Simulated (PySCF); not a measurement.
## Optical rotation: `C[C@H]1C[C@@H](O)[C@@H]1CO`, C6H12O2

Molfile (atoms numbered from 1):
```
C6H12O2
     RDKit          3D

 20 20  0  0  0  0  0  0  0  0999 V2000
   -1.7854   -1.1988    0.8471 C   0  0  0  0  0  0  0  0  0  0  0  0
   -1.0032   -0.4277   -0.1990 C   0  0  1  0  0  0  0  0  0  0  0  0
   -1.2709    1.0855   -0.3027 C   0  0  0  0  0  0  0  0  0  0  0  0
    0.2422    1.3340   -0.3624 C   0  0  1  0  0  0  0  0  0  0  0  0
    0.6909    2.3616    0.4769 O   0  0  0  0  0  0  0  0  0  0  0  0
    0.4760   -0.1200    0.1135 C   0  0  2  0  0  0  0  0  0  0  0  0
    1.5509   -0.9201   -0.6078 C   0  0  0  0  0  0  0  0  0  0  0  0
    2.8448   -0.4100   -0.3709 O   0  0  0  0  0  0  0  0  0  0  0  0
   -1.4298   -2.2253    0.9105 H   0  0  0  0  0  0  0  0  0  0  0  0
   -1.6775   -0.7330    1.8241 H   0  0  0  0  0  0  0  0  0  0  0  0
   -2.8418   -1.2154    0.5884 H   0  0  0  0  0  0  0  0  0  0  0  0
   -1.0995   -0.9156   -1.1714 H   0  0  0  0  0  0  0  0  0  0  0  0
   -1.6854    1.4960    0.6147 H   0  0  0  0  0  0  0  0  0  0  0  0
   -1.8529    1.4302   -1.1530 H   0  0  0  0  0  0  0  0  0  0  0  0
    0.6029    1.4827   -1.3885 H   0  0  0  0  0  0  0  0  0  0  0  0
    1.6508    2.4118    0.4128 H   0  0  0  0  0  0  0  0  0  0  0  0
    0.6583   -0.1314    1.1922 H   0  0  0  0  0  0  0  0  0  0  0  0
    1.4080   -0.8565   -1.6896 H   0  0  0  0  0  0  0  0  0  0  0  0
    1.4904   -1.9784   -0.3124 H   0  0  0  0  0  0  0  0  0  0  0  0
    3.0261   -0.4589    0.5746 H   0  0  0  0  0  0  0  0  0  0  0  0
  1  2  1  0
  2  3  1  0
  3  4  1  0
  4  5  1  0
  4  6  1  0
  6  7  1  0
  7  8  1  0
  6  2  1  0
  1  9  1  0
  1 10  1  0
  1 11  1  0
  2 12  1  6
  3 13  1  0
  3 14  1  0
  4 15  1  6
  5 16  1  0
  6 17  1  1
  7 18  1  0
  7 19  1  0
  8 20  1  0
M  END
```

Theory: PySCF, TDDFT B3LYP/def2-SVPD circular dichroism and optical rotation, one conformer, gas phase. Geometry: GFN2-xTB.

The molecule is flexible and this is one conformer; a measurement averages over conformers. States above about 7.2 eV (minus the energy of the highest occupied orbital) lie near or above the ionisation threshold and depend on the basis.

Stereocentres: C2 S, C4 R, C6 S.

Q: What is the specific rotation at 633, 589.3, 546, 436, 405, 365, 355 nm?

A: [α] in deg dm⁻¹ (g/mL)⁻¹:
```csv
λ (nm),origin-invariant length gauge,modified velocity gauge,length gauge (centre of mass),isotropic polarisability (au)
633,+137.6,+127.8,+137.7,81.9
589.3,+160.7,+149.3,+160.9,82.1
546,+190.1,+176.7,+190.4,82.4
436,+317.9,+295.8,+318.5,83.7
405,+379.4,+353.3,+380.2,84.3
365,+491.6,+458.2,+492.7,85.3
355,+528.1,+492.4,+529.3,85.6
```

Q: And for the mirror image at 589.3 nm?

A: -160.7 deg dm⁻¹ (g/mL)⁻¹ (origin-invariant length gauge): the same size and the opposite sign.

Q: What is the molar rotation [Φ] = [α]·M/100 of the geometry above at 589.3 nm?

A: With M = 116.16 g/mol, +186.7 deg cm² dmol⁻¹ (origin-invariant length gauge).

The first excitation lies at 6.31 eV (196 nm) with R = +0.2 × 10⁻⁴⁰ esu² cm² (velocity form).
